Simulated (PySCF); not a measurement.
Working with the constants of YbSe

PBE0 constants of YbSe, singlet, about 13.9 electrons in the 4f shell (Mulliken) (Yb x2c-SVPall, Se x2c-SVPall; spin-free X2C with a Gaussian nucleus (PySCF 2.14); masses 173.9389 and 79.9165 u):

```
ωe                       : 255.5 cm⁻¹
ωexe                     : 0.454 cm⁻¹
Be                       : 0.050295 cm⁻¹
αe                       : 0.000121 cm⁻¹
De to Yb (4f14 6s2) + Se : 2.84 eV
```

(1) What force constant and bond length do these constants imply?

(2) Estimate the centrifugal constant D from the Kratzer relation and find the Dunham coefficient a1.

These are scalar-relativistic numbers at best; spin–orbit coupling would shift them, the dissociation energy most.

Answers

(1) Reduced mass μred = 54.758 u; k = 5.8918×10⁻⁷·μred·ωe² (u, cm⁻¹, mdyn/Å) = 2.11 mdyn/Å; Re = √(16.8576/(μred·Be)) (u, cm⁻¹, Å) = 2.474 Å.

(2) D = 4Be³/ωe² = 7.8e-09 cm⁻¹; a1 = −1 − αeωe/(6Be²) = -3.04.
